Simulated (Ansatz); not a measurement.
Total energies of CH$_{2}$F$_{3}$OSn, SMILES `FC(F)(F)[O][SnH2]` radical.

Cartesian coordinates in Å:
```
F 1.212 1.774 1.140
C 0.521 1.049 0.260
F -0.522 1.801 -0.140
F 1.311 0.903 -0.838
O 0.153 -0.100 0.771
Sn -0.279 -1.713 -0.366
H -1.138 -2.623 0.813
H -1.258 -1.091 -1.640
```

The species carries charge 0 and has multiplicity 2. Correlated methods freeze the filled d shell of Sn. Sn: def2 effective core potential. The geometry is a stationary point of PBE0-D4/def2-TZVP. Basis def2-TZVPP, the Gaussian-basis code of Ansatz.

RPA on PBE orbitals: Hartree–Fock energy of these orbitals -625.65992 Eh, correlation -1.83100 Eh (frozen core).

| functional | energy without D4 (Eh) | D4 term (kJ/mol) |
| --- | --- | --- |
| LDA (SPW92) | -625.43392 | – |
| PBE | -628.13380 | -16.9 |
| revPBE | -628.44547 | -52.8 |
| BLYP | -628.44059 | -37.6 |
| r2SCAN | -628.44932 | -4.0 |
| B97M-V | -628.41400 | – |
| PBE0 | -628.14039 | -14.3 |
| r2SCANh | -628.41375 | -4.3 |
| r2SCAN0 | -628.36240 | -4.8 |
| HSE06 (plane-wave form) | -628.12198 | -13.3 |
| CAM-B3LYP | -628.42104 | -14.5 |
| LC-ωPBE | -628.34796 | – |
| ωB97X-V | -628.38633 | – |
| B2PLYP | -628.01308 | – |

Task: Give the same for B3LYP, BHLYP, ωB97M-V, PBE-QIDH. (An estimate is asked.)

Result: The calculation gave: 
```
functional  energy without D4 (Eh)  D4 term (kJ/mol)
     B3LYP              -628.61154             -27.5
     BHLYP              -628.30162             -21.3
   ωB97M-V              -628.39259                 –
  PBE-QIDH              -627.79895                 –
```

B3LYP takes the VWN-RPA correlation (the form of Gaussian; ORCA's B3LYP/G). HSE06 is the plane-wave form, built on full-range PBE exchange. The double hybrids freeze the cores in their second-order part.

LC-ωPBE has ω = 0.4 bohr⁻¹.
